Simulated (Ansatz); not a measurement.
Redistribution: Si(CH3)2(OH)2 + Si2H6O2 → Si(CH3)(OH)3 + CH8OSi2

Gas-phase species: Si(CH3)2(OH)2, singlet; Si2H6O2 `O[SiH2][SiH2]O`, singlet; Si(CH3)(OH)3, singlet; CH8OSi2 `C[SiH2][SiH2]O`, singlet. The partners trade CH3 for OH; both sit on Si, so the bond types are kept.

Shapes, held fixed at every level: PBE0-D4/def2-TZVP. Flexible molecules stand in one conformer, not always the lowest. Programs: Ansatz 0.2.0. Electronic energies: no zero-point or thermal term.

Question: Estimate ΔE of this reaction.

Answer: The highest level, CCSD(T)/CBS estimate, gives ΔE = -39.9 kJ/mol; the levels span -41.3 to -38.5. The column of differences is taken from that level and isn't an error. No measured value is set beside it here. The CBS estimate extrapolates MP2 from def2-TZVPP and def2-QZVPP and adds CCSD(T) − MP2 in the triple-zeta set, cores frozen. Times are processor times on shared x86 and Arm servers, and rough.

| level | kind | ΔE (kJ/mol) | less CCSD(T)/CBS estimate | CPU time (sum over the molecules) |
| --- | --- | --- | --- | --- |
| PBE-D4/def2-TZVPP | GGA | -39.0 | +0.9 | 30 s |
| r2SCAN-D4/def2-TZVPP | meta-GGA | -41.3 | -1.4 | 56 s |
| B3LYP-D4/def2-TZVPP | global hybrid | -38.5 | +1.4 | 56 s |
| PBE0-D4/def2-TZVPP | global hybrid | -41.2 | -1.3 | 36 s |
| wB97M-V/def2-TZVPP | range-separated hybrid | -40.4 | -0.5 | 2.2 min |
| wB97X-V/def2-TZVPP | range-separated hybrid | -39.2 | +0.7 | 91 s |
| CCSD/def2-TZVPP | coupled cluster or CI | -41.3 | -1.4 | – |
| CCSD(T)/CBS estimate | coupled cluster or CI | -39.9 | 0.0 | – |
